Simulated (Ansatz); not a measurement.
Gas-phase electronic energies from Ansatz, PBE0-D4/def2-TZVP geometries. CCSD(T)/CBS is the MP2 limit (def2-TZVPP, def2-QZVPP) plus CCSD(T) − MP2 in def2-TZVPP, frozen cores. Functionals use def2-TZVPP. Each species was taken in one conformer, which may not be the lowest.

Consider the ligand exchange at the Si–N bond: `N[SiH2]N[SiH](N)O` + `N[SiH2]S` → `N[SiH2]S[SiH2]N` + `N[SiH](N)O`.

| level | ΔE (kcal/mol) |
| --- | --- |
| PBE-D4 | -1.6 |
| PBE0-D4 | -1.2 |
| ωB97X-V | 0.1 |
| PBE | -1.3 |
| MP2/def2-TZVPP | -0.3 |
| HF/def2-QZVPP | 1.7 |
| MP2/CBS(def2) | -1.1 |
| CCSD/CBS(def2) | 0.3 |

(1) What does CCSD(T)/CBS give? (Estimate.)

Largest T1 diagnostic among the species: 0.011.

Results:

(1) The calculation gave: 0.0 kcal/mol. The listed levels differ from it by -1.6, -1.2, 0.1, -1.3, -0.3, 1.7, -1.1, 0.3 kcal/mol.

In def2-TZVPP, CCSD(T) changes the Hartree–Fock value by −0.8 kcal/mol (the triples alone add −0.3 kcal/mol) and MP2 by −1.8 kcal/mol.
